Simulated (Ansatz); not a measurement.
Coupled-cluster diagnostics for Na₅⁺, Ansatz.

Geometry of the singlet (r2SCAN/def2-SVP):

```xyz
5

Na   -0.1180   -0.0360    0.1160
Na   -1.0958   -3.6159    0.0513
Na    0.4858    3.4572   -0.8207
Na    1.7652   -2.7708   -1.4689
Na   -1.0372    2.9656    2.1223
```

Correlated methods freeze 5 core orbitals; core or outer-core shells of Na are correlated, in sets that lack core-valence functions. The structure comes from a short search, and lower isomers may exist.

Task: Estimate the CCSD(T) correlation energy, the shares of MP2 and (T), T1 and the reference's ⟨S²⟩ for: charge 1, singlet, own geometry in def2-TZVPP; and the rough time on 4 threads of Arm Neoverse V1 on a shared host.

Result: 
```tsv
state	basis	correlation (eV)	MP2 share (%)	(T) share (%)	T1	⟨S²⟩ (pure)	wall time	remarks
charge 1, singlet, own geometry	def2-TZVPP	-24.854	94.2	1.5	0.008	0.00 (0.00)	76 s	restricted SCF unstable
```
Customary marks for T1 are 0.02 (closed shells), 0.045 (open shells) and about 0.05 (3d metals). T1 stays under 0.02 throughout.
